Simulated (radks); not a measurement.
Results of a calculation; reference values are marked as such.
How relativity changes the ionisation of the europium ion Eu3+ ([Xe] 4f6) to Eu4+ ([Xe] 4f5). Spin-unpolarised spherical Kohn-Sham, LDA (Slater exchange, Perdew-Wang correlation), point nucleus unless stated (finite: rms radius 5.1115 fm), a radial shooting solver on a logarithmic mesh with Libxc functionals. A level marked "c x" has the speed of light scaled by that factor and shares open shells by 2j + 1; other Dirac levels either fill j = l - 1/2 first or share by 2j + 1.

| level | E(Eu3+) (hartree) | E(Eu4+) (hartree) | IE (eV) | HOMO | <r> HOMO (bohr) |
|---|---|---|---|---|---|
| non-rel. | -10418.0383 | -10416.2936 | 47.477 | 4f | 0.8392 |
| scalar-rel. | -10835.1238 | -10833.5390 | 43.125 | 4f | 0.8761 |
| scalar-rel., finite nucleus | -10834.3612 | -10832.7763 | 43.126 | 4f | 0.8761 |
| Dirac, 2j+1 shares | -10843.2092 | -10841.6278 | 43.032 | 4f7/2 | 0.8813 |
| Dirac, low j first | -10843.2949 | -10841.7055 | 43.250 | 4f5/2 | 0.8731 |
| Dirac, 2j+1 shares, finite nucleus | -10842.4421 | -10840.8607 | 43.034 | 4f7/2 | 0.8813 |
| Dirac, c x 2 | -10515.9327 | -10514.2290 | 46.360 | 4f7/2 | 0.8488 |
| Dirac, c x 5 | -10433.3736 | -10431.6355 | 47.298 | 4f7/2 | 0.8407 |
| Dirac, c x 10 | -10421.8608 | -10420.1177 | 47.432 | 4f7/2 | 0.8395 |

NIST Atomic Spectra Database: 42.9 eV (semi-empirical). The relativistic part of the total energy of Eu3+ is -424.4 hartree (Dirac, 2j+1 shares, finite nucleus), 4.1 % of the non-relativistic value. Spin polarisation and multiplet splitting of open shells are left out at every level.

Beside tabulated values, note that relativity, absent from the non-relativistic runs, is large for the heavy elements, and spin-unpolarised runs miss the spin-polarisation part of the exchange energy of open shells. No tabulated value is given for the 4+ ions of Nd, Pm and Eu to Yb, where it belongs to another shell than the one emptied here.
